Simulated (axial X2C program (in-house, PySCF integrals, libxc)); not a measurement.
# Levels of AsO by electron attachment to AsO⁺ (EOM-EA-CCSD)

Calculated with an in-house all-electron X2C program for linear molecules (integrals from PySCF): two-component X2C with atomic mean-field Coulomb and Gaunt terms, Gaussian nuclei, basis As dyall-acv3z, O dyall-av3z with contracted cores.

R = 1.615 Å (near the PBE0 minimum at charge 0 of the determinant lowest at the starting distance; the state shown can have its own minimum elsewhere).

Hartree–Fock spinors of AsO⁺ (one of each Kramers pair; a window near the gap, which can cut inner shells):

```tsv
ω	occupied	ε (eV)	character
1/2	yes	-28.39	48% As s, 33% O p, 10% O s
1/2	yes	-21.92	49% O p, 30% As p, 15% As s
3/2	yes	-21.33	74% O p, 17% As p, 4% As d
1/2	yes	-21.15	71% O p, 20% As p, 4% As d
1/2	no	-7.78	63% As p, 17% O p, 11% As d
3/2	no	-7.67	65% As p, 15% O p, 11% As d
1/2	no	-3.57	54% As p, 30% As d, 8% O s
1/2	no	-3.14	82% As s, 10% As p, 3% O s
1/2	no	-2.09	91% As p, 6% O p
3/2	no	-2.07	92% As p, 6% O p
```

Levels of AsO obtained by attaching an electron to AsO⁺:

| Ω | binding energy (eV) | above lowest (cm⁻¹) | attached spinor | one-particle weight |
| --- | --- | --- | --- | --- |
| 1/2 | 8.168 | 0 | 63% As pπ, 17% O pπ, 10% As dπ | 0.96 |
| 3/2 | 8.065 | 833 | 65% As pπ, 16% O pπ, 10% As dπ | 0.96 |
| 1/2 | 4.274 | 31413 | 47% As pσ, 31% As dσ, 11% O sσ | 0.97 |
| 1/2 | 3.349 | 38870 | 81% As sσ, 12% As pσ | 0.99 |
| 1/2 | 2.226 | 47930 | 89% As pπ, 8% O pπ | 0.99 |
| 3/2 | 2.203 | 48115 | 90% As pπ, 8% O pπ | 0.99 |
| 1/2 | 1.368 | 54845 | 72% As pσ, 10% O pσ, 8% As sσ | 0.99 |

Q: Take the first Ω = 1/2 and Ω = 3/2 rows of π character: how far apart are they, and which lies lower?

A: E(3/2) − E(1/2) = 833 − 0 = 833 cm⁻¹ at EOM-EA-CCSD: regular, Ω = 1/2 lower. Splittings at this level can be off by ten to twenty per cent.

This point took 14 s on 1 thread of Intel(R) Xeon(R) Processor @ 2.30GHz, with other jobs on the host.

Reference electrons by ω block (each with its −ω partner): 1/2: 14, 3/2: 5, 5/2: 1. 10 electrons of AsO⁺ correlated (inner shells frozen), 92 natural virtual spinors (a truncated set); levels can be off by some tenths of an eV. Roots sought by Ω: (1/2: 5, 3/2: 4, 5/2: 2, 7/2: 1); rows need 60 % one-particle weight and stop where some Ω has no more roots. Missing are any skipped roots, higher Ω and states of a further excitation; these come out far too high here and may in truth be low or lowest. T1 of the reference 0.038 (Lee–Taylor). The reference was not checked to be the lowest state of its species. Number of frozen shells: As 3 s, 2 p, 1 d; O 1 s. Large amplitudes in the reference (orbital relaxation or multireference character) lower the reliability.
